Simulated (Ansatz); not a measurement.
`[SiH3][O][Cd][O][SiH3]`, 11 atoms. Charge 0, multiplicity 1. Correlated methods include outer-core shells of Cd, which these sets cover unevenly. Cd: def2 effective core potential. Hardware: A = 2 threads of an AMD EPYC 7R13 on a shared host and a share of an NVIDIA H100 80 GB; B = 2 threads of an AMD EPYC 7R13 on a shared host. Correlated methods freeze the cores. Open-shell runs search over several starts.

Task: How many basis functions does each run have, and how long does it take in Ansatz? RKS ωB97M-V/def2-TZVPP energy and forces [A]; RKS r2SCAN-D4/def2-TZVPP energy and forces [A]; UKS B3LYP-D4/def2-TZVPP energy of the cation [A]; UKS PBE-D4/def2-TZVPP energy of the cation [A]; RKS ωB97M-V/def2-SVP energy [B]; RKS PBE0-D4/def2-TZVP relaxation (22 steps) [A]; direct RPA on PBE orbitals/def2-TZVPP energy [A]; UKS PBE0-D4/def2-TZVPP energy of the cation [A]; RKS B97M-V/def2-TZVPP energy [A]; RKS B3LYP-D4/def2-TZVPP energy and forces [A]; RKS PBE0-D4/def2-QZVPP energy [A]; RHF-CCSD(T)/def2-TZVPP energy [A]. (Best estimate.)

Result: Ansatz gave: Other jobs shared the machine, so times are rough.

| level | job | functions | wall time | peak host memory (GiB) |
| --- | --- | --- | --- | --- |
| RKS B97M-V/def2-TZVPP | energy [A] | 286 | 3.1 s | 0.95 |
| RKS r2SCAN-D4/def2-TZVPP | energy and forces [A] | 286 | 3.4 s | 0.89 |
| RKS B3LYP-D4/def2-TZVPP | energy and forces [A] | 286 | 3.6 s | 0.92 |
| RKS PBE0-D4/def2-QZVPP | energy [A] | 522 | 4.8 s | 1.1 |
| direct RPA on PBE orbitals/def2-TZVPP | energy [A] | 286 | 5 s | 1.3 |
| RKS ωB97M-V/def2-TZVPP | energy and forces [A] | 286 | 5.5 s | 0.98 |
| RHF-CCSD(T)/def2-TZVPP | energy [A] | 286 | 8 s | 0.87 |
| UKS PBE-D4/def2-TZVPP | energy of the cation [A] | 286 | 13 s | 0.92 |
| RKS ωB97M-V/def2-SVP | energy [B] | 125 | 14 s | 0.57 |
| UKS PBE0-D4/def2-TZVPP | energy of the cation [A] | 286 | 24 s | 0.96 |
| UKS B3LYP-D4/def2-TZVPP | energy of the cation [A] | 286 | 25 s | 0.96 |
| RKS PBE0-D4/def2-TZVP | relaxation (22 steps) [A] | 212 | 38 s | 0.92 |

B3LYP here is the variant with VWN-RPA as its local correlation; programs differ in this.
